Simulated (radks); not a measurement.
The numbers below are computed, except where a source is named.
Question: Ionisation of Ce+, [Xe] 4f1 5d2, to Ce2+, [Xe] 4f2, under several functionals. Scalar-relativistic Kohn-Sham, spin-unpolarised, spherical densities, point nucleus; a radial shooting solver on a logarithmic mesh with Libxc functionals. The NIST Atomic Spectra Database gives 10.96 eV (semi-empirical). Rank these functionals by the error of their Delta-SCF ionisation energy: OLYP; B86b exchange with PBE correlation; exchange-only LDA; PW91; exchange-only B88; LDA (Slater exchange, VWN5 correlation); SOGGA; revPBE.

Answer: From best to worst: LDA (Slater exchange, VWN5 correlation) 9.566 eV (-1.390); PW91 9.554 eV (-1.402); B86b exchange with PBE correlation 9.536 eV (-1.420); revPBE 9.463 eV (-1.493); SOGGA 9.367 eV (-1.589); OLYP 9.122 eV (-1.834); exchange-only B88 9.022 eV (-1.934); exchange-only LDA 8.875 eV (-2.081). Spin polarisation and multiplet splitting are left out, so open shells lie too high by an amount that depends on their filling. Spin-orbit splitting is averaged out at the scalar-relativistic level.

Beside tabulated values, note that spin-unpolarised runs miss the spin-polarisation part of the exchange energy of open shells.
